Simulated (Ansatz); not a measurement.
C₂H₇In (`[CH3][InH][CH3]`). The species carries charge 0 and has multiplicity 1. In: def2 effective core potential. Geometry: relaxed with PBE0-D4/def2-TZVP.

```xyz
10

C     0.172   -0.063   -1.869
In    0.789   -0.174    0.198
C    -0.680    0.177    1.742
H    -0.593   -0.818   -2.067
H    -0.272    0.914   -2.073
H     1.006   -0.220   -2.553
H     2.434   -0.541    0.610
H    -0.252    0.086    2.740
H    -1.500   -0.538    1.643
H    -1.104    1.177    1.629
```

(1) What is the dipole moment at PBE/def2-TZVPP? (Estimate.)

(2) And with r2SCAN, B3LYP, ωB97M-V? (Best estimate.)

(3) Give the Mulliken charges with PBE, r2SCAN, B3LYP in def2-TZVPP. (Best estimate.)

Answers

(1) Computed: 0.64 D, with components (-0.60, 0.13, -0.15) D in this frame, pointing from negative to positive charge.

(2) The calculation gave: r2SCAN 0.62 D, B3LYP 0.59 D, ωB97M-V 0.54 D.

(3) Ansatz gave: 
| atom | PBE | r2SCAN | B3LYP |
| --- | --- | --- | --- |
| C1 | -0.58 | -0.50 | -0.60 |
| In2 | 0.68 | 0.67 | 0.73 |
| C3 | -0.58 | -0.50 | -0.60 |
| H4 | 0.10 | 0.08 | 0.10 |
| H5 | 0.10 | 0.08 | 0.10 |
| H6 | 0.12 | 0.09 | 0.11 |
| H7 | -0.15 | -0.16 | -0.17 |
| H8 | 0.12 | 0.09 | 0.11 |
| H9 | 0.10 | 0.08 | 0.10 |
| H10 | 0.10 | 0.08 | 0.10 |

B3LYP here is the variant with VWN-RPA as its local correlation; programs differ in this.
